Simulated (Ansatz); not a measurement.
`C[NH][GeH2][OH]` → `[OH][GeH3]` + `C=N`  (β-hydride elimination)

Program: Ansatz. Geometries: PBE0-D4/def2-TZVP. ΔE: electronic, gas phase. CBS: MP2 limit from def2 TZ/QZ plus the TZ coupled-cluster correction, frozen cores. This one scheme is used for every species. DFT in def2-TZVPP. B3LYP here is the variant with VWN-RPA as its local correlation; programs differ in this. For Ge outer-core shells are correlated without core-valence functions, which leaves a few kJ/mol of doubt a bond. Scalar relativity is left out up to krypton. One conformer a species, not always the lowest.

```
             level  ΔE (kcal/mol)  difference from CCSD(T)/CBS
            PBE-D4           34.3                         -0.3
           PBE0-D4           37.0                          2.4
          B3LYP-D4           32.4                         -2.2
           ωB97M-V           34.4                         -0.2
            B2PLYP           32.0                         -2.6
               PBE           32.2                         -2.4
            r2SCAN           34.9                          0.3
              PBE0           35.2                          0.6
             B3LYP           29.2                         -5.4
SCS-MP2/def2-TZVPP           33.6                         -1.0
   CCSD/def2-TZVPP           33.2                         -1.4
    MP2/def2-QZVPP           37.6                          3.0
SCS-MP2/def2-QZVPP           34.3                         -0.3
      HF/CBS(def2)           28.1                         -6.5
     MP2/CBS(def2)           38.2                          3.6
    CCSD/CBS(def2)           34.6                          0.0
       CCSD(T)/CBS           34.6                            0
```

Largest T1 diagnostic among the species: 0.012.

The D4 term adds +3.2 kcal/mol with B3LYP and +1.8 kcal/mol with PBE0; it sums over pairs of atoms, weighted by their polarisabilities, and B3LYP, whose exchange is more repulsive, gets the larger term. In def2-TZVPP, CCSD(T) changes the Hartree–Fock value by +5.0 kcal/mol (the triples alone add +0.1 kcal/mol) and MP2 by +8.6 kcal/mol. From PBE to PBE0 (25 % exact exchange), in def2-TZVPP and without D4, ΔE moves by +3.0 kcal/mol.
